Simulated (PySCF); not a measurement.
Assignment exercise: C3H13PSi3

Atom-mapped SMILES (the numbers label the heavy atoms): `[CH2:1]=[C:2]([CH3:3])[SiH2:4][P:5]([SiH3:6])[SiH3:7]`; H(Xn) means a hydrogen on atom n. Ha(C1) is cis to C3; Hb(C1) is trans to C3.

All values are calculated (PySCF 2.14.0 with density-fitted response routines): geometry from GFN2-xTB, GIAO PBE0/pcSseg-1 shieldings. Non-relativistic, no solvent, averaged over atoms made equivalent by symmetry, fast rotation or ring inversion, single conformer.

References, each an isolated molecule treated in the same way: TMS for ¹³C (σ = 186.93 ppm), ¹H (σ = 31.72 ppm).

Task: Assign these signals to the numbered atoms. ¹³C{¹H} NMR (computed): δ 145.7 (C), 138.7 (CH2), 27.3 (CH3).

Result: 
145.7 → C2, fully substituted alkene carbon: an sp2 carbon of a C=C bond
138.7 → C1, terminal =CH2 carbon: the olefinic region
27.3 → C3, allylic methyl carbon: saturated and bonded to C and H only

Task: Assign these signals to the numbered atoms. ¹H NMR (600 MHz, computed): δ 6.27 (m, 1H), 6.01 (m, 1H), 4.54 (m, 2H), 4.11 (m, 6H), 2.06 (s, 3H).

Result: 
| δ (ppm) | atoms | environment | reason |
| --- | --- | --- | --- |
| 6.27 | Ha(C1) | hydrogen on a terminal =CH2 carbon | olefinic region |
| 6.01 | Hb(C1) | hydrogen on a terminal =CH2 carbon | – |
| 4.54 | H(Si4) | hydrogen on a silicon bonded to C, P | – |
| 4.11 | H(Si6)/H(Si7) | hydrogen on a silicon bonded to P | – |
| 2.06 | H(C3) | hydrogen on an allylic methyl carbon | allylic position |

Splittings by ³¹P in the carbon and heteronuclear signals aren't shown, as no couplings were computed. Shifts are as computed. Against solution values, carbons near 30 ppm lie about +3 ppm off and those near 130 ppm about +5 ppm. Of 1309 compounds with measured shifts, 239 miss one by over three times the rms of a fit or turn the order of signals round; such compounds aren't used in these exercises. Multiplicities follow the n + 1 count of equivalent neighbours, as no J values were calculated; m marks all less simple cases, F and P coupling included.
